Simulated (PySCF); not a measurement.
**From computed data to an observable: entropy of an ideal gas**

isocyanic acid (CHNO), SMILES N=C=O.

The structure is a stationary point at ωB97X-D3(BJ)/def2-TZVP.

ωB97X-D3(BJ)/def2-TZVP (PySCF) gives the harmonic wavenumbers 568, 652, 798, 1357, 2348, 3712 cm⁻¹ and the rotational temperatures 41.5137, 0.5338, 0.5270 K. The molar mass is 43.03 g/mol, the symmetry number 1, the spin multiplicity 1.

Problem. Work out the entropy at 298.15 K and 1 atm in the rigid-rotor, harmonic-oscillator model.

Solution. 
Translation (Sackur–Tetrode at 1 atm): S = R[1.5 ln M + 2.5 ln T − 1.16487] = 155.7 J/(mol K).
Rotation: q = (√π/σ) T^1.5/√(θA θB θC) = 2670, S = R[ln q + 3/2] = 78.1 J/(mol K).
Vibration: with u = 1.4388 ν/T, each mode gives R[u/(e^u − 1) − ln(1 − e^−u)]:
```tsv
ν (cm⁻¹)	modes	u	S (J/(mol K))
568	1	2.74	2.13
652	1	3.15	1.54
798	1	3.85	0.87
1357	1	6.55	0.09
```
The stiffer modes add less than 0.005 each. Sum 4.6 J/(mol K).
Spin: R ln 1 = 0.0 J/(mol K).
Total 238.4 J/(mol K); the program's own thermochemistry gives 238.4. Translation makes up 65 % and vibration 2 %. Anharmonicity, hindered rotation and orbital degeneracy are left out.
